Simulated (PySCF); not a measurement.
C4H7NSi.
Cartesian coordinates in Å at the PBE0-D3(BJ)/def2-SVP level; atoms count from 1:
```xyz
13
C4H7NSi angstrom
N     -2.8668   -0.2936    1.3898
C     -1.9704   -0.1693    0.6669
C     -0.8118   -0.0113   -0.2047
C     -0.0328    1.3306   -0.0531
Si     1.5337    0.3496   -0.4952
C      0.3406   -1.0363    0.0184
H     -1.1711   -0.0981   -1.2438
H     -0.4022    2.1649   -0.6636
H     -0.0104    1.6459    1.0020
H      1.8538    0.3614   -1.9542
H      2.7841    0.5667    0.2903
H      0.2489   -1.9856   -0.5256
H      0.4519   -1.2563    1.0922
```

Jobs on this species (13 atoms, 52 electrons) with PySCF (density fitting). Hardware of each: an Arm Neoverse N1 with one thread, shared host. Times come from a shared host and carry two figures at best. Peak memory is the resident size of the whole Python process, interpreter and libraries included.

| level and settings | work | basis functions | SCF cycles | wall time | peak memory |
| --- | --- | --- | --- | --- | --- |
| BLYP/pcSseg-1 | shieldings, ring-centre shieldings | 144 | ? | ? | ? |
| HF/pcSseg-1 | shieldings, ring-centre shieldings | 144 | ? | ? | ? |
| BP86/pcSseg-1 | shieldings, ring-centre shieldings | 144 | 14 | 29 s | 0.77 GiB |
| B3LYP/pcSseg-1 | shieldings, ring-centre shieldings | 144 | 14 | 22 s | 0.75 GiB |
| LDA/pcSseg-1 | shieldings, ring-centre shieldings | 144 | 14 | 24 s | 0.66 GiB |
| OPBE/pcSseg-1 | shieldings, ring-centre shieldings | 144 | 14 | 29 s | 0.76 GiB |
| PBE/pcSseg-1 | shieldings, ring-centre shieldings | 144 | 14 | 29 s | 0.76 GiB |
| KT2/pcSseg-1 | shieldings, ring-centre shieldings | 144 | 15 | 31 s | 0.76 GiB |
| KT3/pcSseg-1 | shieldings, ring-centre shieldings | 144 | 14 | 29 s | 0.76 GiB |

Task: Fill in the missing figures.

Result: 
- BLYP/pcSseg-1; shieldings, ring-centre shieldings: 30 s, 0.77 GiB, 15 SCF cycles
- HF/pcSseg-1; shieldings, ring-centre shieldings: 11 s, 0.76 GiB, 12 SCF cycles

Task: What do all jobs in the table cost together?

Result: About 3.9 min; the longest takes about 13 % of that, and about 2.8 times as long as the shortest.
